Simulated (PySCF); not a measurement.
FRb, triplet, at the geometry of the source list (a higher spin typed on purpose: for a closed-shell molecule this is an excited state) (core potentials on Rb); M06L/def2-SVP run with PySCF.

The PySCF input:
```python
from pyscf import gto, scf, dft

mol = gto.M(
    atom='''
Rb   -0.587300   -0.484300   -0.793300
F     0.587300    0.484300    0.793300
''',
    basis='def2-svp',
    ecp={'Rb': 'def2-svp'},
    charge=0,
    spin=2,
    verbose=4,
)

mf = dft.UKS(mol)
mf.xc = 'm06l'
mf.grids.atom_grid = (99, 590)
mf.kernel()
```

The log (banner, timings and long lists left out):

```
PySCF version 2.14.0

[INPUT] verbose = 4
[INPUT] num. atoms = 2
[INPUT] num. electrons = 18
[INPUT] charge = 0
[INPUT] spin (= nelec alpha-beta = 2S) = 2
[INPUT] symmetry False subgroup None
[INPUT] Mole.unit = angstrom
[INPUT] Symbol           X                Y                Z      unit          X                Y                Z       unit  Magmom
[INPUT]  1 Rb    -0.587300000000  -0.484300000000  -0.793300000000 AA   -1.109836152957  -0.915194362127  -1.499119734617 Bohr   0.0
[INPUT]  2 F      0.587300000000   0.484300000000   0.793300000000 AA    1.109836152957   0.915194362127   1.499119734617 Bohr   0.0

nuclear repulsion = 19.4930702210876
number of shells = 16
number of NR pGTOs = 59
number of NR cGTOs = 38
basis = def2-svp
ecp = {'Rb': 'def2-svp'}

******** <class 'pyscf.dft.uks.UKS'> ********
method = UKS
initial guess = minao
damping factor = 0
level_shift factor = 0
DIIS = <class 'pyscf.scf.diis.CDIIS'>
diis_start_cycle = 1
diis_space = 8
diis_damp = 0
SCF conv_tol = 1e-09
SCF conv_tol_grad = None
SCF max_cycles = 50
direct_scf = True
direct_scf_tol = 1e-13
number electrons alpha = 10  beta = 8
XC library pyscf.dft.libxc version 7.1.2
    S. Lehtola, C. Steigemann, M. J. T. Oliveira, and M. A. L. Marques,  SoftwareX 7, 1–5 (2018)
XC functionals = m06l
    Y. Zhao and D. G. Truhlar,  J. Chem. Phys. 125, 194101 (2006)
    Y. Zhao and D. G. Truhlar,  J. Chem. Phys. 125, 194101 (2006)
    Y. Zhao and D. G. Truhlar,  Theor. Chem. Acc. 120, 215 (2008)
radial grids:
    Treutler-Ahlrichs [JCP 102, 346 (1995); DOI:10.1063/1.469408] (M4) radial grids

becke partition: Becke, JCP 88, 2547 (1988); DOI:10.1063/1.454033
pruning grids: <function nwchem_prune>
grids dens level: 3
symmetrized grids: False
atomic radii adjust function: <function treutler_atomic_radii_adjust>
User specified grid scheme (99, 590)
small_rho_cutoff = 0
Set gradient conv threshold to 3.16228e-05
tot grids = 60672
init E= -120.939757401131

cycle= 1 E= -123.647279604265  delta_E= -2.71  |g|= 0.208  |ddm|= 1.72

cycle= 2 E= -123.666355225867  delta_E= -0.0191  |g|= 0.114  |ddm|= 1.22

cycle= 3 E= -123.675517219423  delta_E= -0.00916  |g|= 0.0362  |ddm|= 0.346

cycle= 4 E= -123.676014793574  delta_E= -0.000498  |g|= 0.0145  |ddm|= 0.0472

cycle= 5 E= -123.67609249597  delta_E= -7.77e-05  |g|= 0.00114  |ddm|= 0.0189

cycle= 6 E= -123.676093058145  delta_E= -5.62e-07  |g|= 0.00126  |ddm|= 0.00573

cycle= 7 E= -123.67609394456  delta_E= -8.86e-07  |g|= 0.000443  |ddm|= 0.00191

cycle= 8 E= -123.67609406549  delta_E= -1.21e-07  |g|= 0.000247  |ddm|= 0.00113

cycle= 9 E= -123.676094116934  delta_E= -5.14e-08  |g|= 0.000142  |ddm|= 0.000736

cycle= 10 E= -123.676094158225  delta_E= -4.13e-08  |g|= 8.49e-05  |ddm|= 0.00098

cycle= 11 E= -123.676094172846  delta_E= -1.46e-08  |g|= 3.21e-05  |ddm|= 0.000534

cycle= 12 E= -123.676094179342  delta_E= -6.5e-09  |g|= 2.97e-05  |ddm|= 0.000386

cycle= 13 E= -123.676094181676  delta_E= -2.33e-09  |g|= 2.23e-05  |ddm|= 0.000154

cycle= 14 E= -123.67609418424  delta_E= -2.56e-09  |g|= 1.45e-05  |ddm|= 0.00018

cycle= 15 E= -123.676094186464  delta_E= -2.22e-09  |g|= 7.53e-06  |ddm|= 0.000246

cycle= 16 E= -123.67609418694  delta_E= -4.75e-10  |g|= 3.67e-06  |ddm|= 0.000135

Extra cycle  E= -123.67609418695  delta_E= -9.98e-12  |g|= 5.53e-06  |ddm|= 1.51e-05
converged SCF energy = -123.67609418695  <S^2> = 2.0028897  2S+1 = 3.0019259
```
